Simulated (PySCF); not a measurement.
**Spinor energies of Ce(46+) (cerium, charge +46)**

Start: [Ne] 3s2. Calculated with PySCF 2.14 in an even-tempered Gaussian basis (18 s from 3.9 bohr⁻², ratio 2.6; 14 p from 5 bohr⁻², ratio 2.6; 6 d from 5.1 bohr⁻², ratio 2.8; 4 f from 72 bohr⁻², ratio 2.8): generalised Hartree-Fock with the X2C-1e Hamiltonian and a Gaussian nucleus; spin-orbit coupling (SO) screened by Boettger's factors.

```
spinor shell  electrons  ε, screened SO (eV)  weight of nominal j (screened SO)  rms radius, screened SO (bohr)
       1s1/2          2             -43814.3                              1.000                          0.0280
       2s1/2          2              -9593.7                              1.000                           0.111
       2p1/2          2              -9245.7                              1.000                          0.0958
       2p3/2          4              -8780.2                              1.000                           0.101
       3s1/2          2              -3865.7                              1.000                           0.266
```

```csv
quantity,screened SO
E (hartree),-6781.81929
M_J,0
⟨J²⟩,0.000
⟨L²⟩,0.012
⟨S²⟩,0.012
```

Breit and QED terms are absent; they matter most for the inner s and p1/2 levels.

Densities and radii are taken from the X2C orbitals without a picture-change correction, which distorts them close to the nucleus.
